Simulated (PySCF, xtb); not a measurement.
C2H9NOSi, SMILES CO[Si@@H](N)C. One conformer was computed; it need not be the lowest.

Harmonic wavenumbers (cm⁻¹) from GFN2-xTB (xtb 6.7.1) at its own minimum, in rising order: 75, 90, 103, 145, 207, 228, 266, 352, 562, 635, 682, 705, 760, 802, 817, 866, 903, 1133, 1139, 1154, 1380, 1414, 1483, 1490, 1494, 1501, 1525, 2262, 2942, 2957, 2980, 3031, 3044, 3052, 3470, 3511.

**Question.** What does PBE0-D3(BJ)/def2-SVP in PySCF give at its own minimum? (The exact figures need the calculation; the answer reports its results.)

**Answer.** 72, 108, 142, 164, 198, 260, 270, 319, 399, 631, 666, 753, 768, 828, 877, 904, 922, 1172, 1181, 1224, 1265, 1429, 1431, 1470, 1477, 1479, 1541, 2271, 2997, 3057, 3068, 3121, 3156, 3171, 3625, 3727. Paired by order, the mean absolute difference is 52 cm⁻¹ and the zero-point energies are 70.3 and 71.7 kcal/mol.
